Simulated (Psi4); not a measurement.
OY, doublet, geometry from GFN2-xTB (such geometries of metal compounds can be far from the true shape) (core potentials on Y), atoms displaced at random by about 0.08 Å a coordinate; HF/def2-SVP, gradient run with Psi4.

The Psi4 input:
```
memory 2 GB

molecule {
0 2
Y    -0.13215340   -0.04695211   -0.22812728
O    -0.05312406   -0.08208814    1.57228226
symmetry c1
no_reorient
no_com
}

set {
  basis def2-svp
  reference uhf
}

gradient('scf')
print_variables()
```

It wrote (shortened):

```
gradient() will perform analytic gradient computation.

   => Loading Basis Set <=

    Name: DEF2-SVP
    Role: ORBITAL
    Keyword: BASIS

    !!!  WARNING: ECP capability is in beta. Please check occupations closely.  !!!

         ---------------------------------------------------------
                                   SCF
               by Justin Turney, Rob Parrish, Andy Simmonett
                          and Daniel G. A. Smith
                              UHF Reference
         ---------------------------------------------------------

  ==> Geometry <==

    Molecular point group: c1
    Full point group: C1

    Geometry (in Angstrom), charge = 0, multiplicity = 2:

       Center              X                  Y                   Z               Mass
    ------------   -----------------  -----------------  -----------------  -----------------
         Y           -0.132153400000    -0.046952110000    -0.228127280000    88.905840300000
         O           -0.053124060000    -0.082088140000     1.572282260000    15.994914619570

  Running in c1 symmetry.

  Rotational constants: A =      9.20149  B =      0.38108  C =      0.36592 [cm^-1]
  Rotational constants: A = 275853.76174  B =  11424.35767  C =  10970.03853 [MHz]
  Nuclear repulsion =   25.835208905772173

  Charge       = 0
  Multiplicity = 2
  Electrons    = 19
  Nalpha       = 10
  Nbeta        = 9

  ==> Algorithm <==

  SCF Algorithm Type is DF.
  DIIS enabled.
  MOM disabled.
  Fractional occupation disabled.
  Guess Type is SAD.
  Energy threshold   = 1.00e-08
  Density threshold  = 1.00e-08
  Integral threshold = 1.00e-12

  ==> Primary Basis <==

  Basis Set: DEF2-SVP
    Blend: DEF2-SVP
    Number of shells: 17
    Number of basis functions: 45
    Number of Cartesian functions: 51
    Spherical Harmonics?: true
    Max angular momentum: 3

  Core potential: DEF2-SVP
    Number of shells: 4
    Number of ECP primitives: 14
    Number of ECP core electrons: 28
    Max angular momentum: 3

   => Loading Basis Set <=

    Name: (DEF2-SVP AUX)
    Role: JKFIT
    Keyword: DF_BASIS_SCF

  ==> Integral Setup <==

  SCF_SUBTYPE=INCORE selected. In-core MEM_DF algorithm will be used.
  Using in-core AOs.

  ==> MemDFJK: Density-Fitted J/K Matrices <==

    J tasked:                   Yes
    K tasked:                   Yes
    wK tasked:                   No
    Algorithm:                 Core
    Schwarz Cutoff:           1E-12
    Mask sparsity (%):       0.0000
[...]
  @DF-UHF Final Energy:  -112.67064259831130
    Total Energy =                       -112.6706425983113036
[...]
 Magnitude           :                                                    2.0230183

 ------------------------------------------------------------------------------------

         ------------------------------------------------------------
                                   SCF GRAD
                          Rob Parrish, Justin Turney,
                       Andy Simmonett, and Alex Sokolov
         ------------------------------------------------------------

  ==> Geometry <==

    Molecular point group: c1
    Full point group: C1

    Geometry (in Angstrom), charge = 0, multiplicity = 2:

       Center              X                  Y                   Z               Mass
    ------------   -----------------  -----------------  -----------------  -----------------
         Y           -0.132153400000    -0.046952110000    -0.228127280000    88.905840300000
         O           -0.053124060000    -0.082088140000     1.572282260000    15.994914619570

  Nuclear repulsion =   25.835208905772173

  ==> Basis Set <==

  Basis Set: DEF2-SVP
    Blend: DEF2-SVP
    Number of shells: 17
    Number of basis functions: 45
    Number of Cartesian functions: 51
    Spherical Harmonics?: true
    Max angular momentum: 3

  Core potential: DEF2-SVP
    Number of shells: 4
    Number of ECP primitives: 14
    Number of ECP core electrons: 28
    Max angular momentum: 3

  ==> DFJKGrad: Density-Fitted SCF Gradients <==

    Gradient:                    1
    J tasked:                  Yes
    K tasked:                  Yes
    wK tasked:                  No
    Integrals threads:           1
    Schwarz Cutoff:          1E-12
    Fitting Condition:       1E-10

   => Auxiliary Basis Set <=

  Basis Set: (DEF2-SVP AUX)
    Blend: DEF2-UNIVERSAL-JKFIT
    Number of shells: 74
    Number of basis functions: 332
    Number of Cartesian functions: 477
    Spherical Harmonics?: true
    Max angular momentum: 6

  -Total Gradient:
     Atom            X                  Y                   Z
    ------   -----------------  -----------------  -----------------
       1       -0.000474232165     0.000210840396    -0.010803725015
       2        0.000474232165    -0.000210840396     0.010803725015

  Variable Map:
  ----------------------------------------------------------------------------
[...]
  Array Variable Map:
  ----------------------------------------------------------------------------
[...]
[...]
```
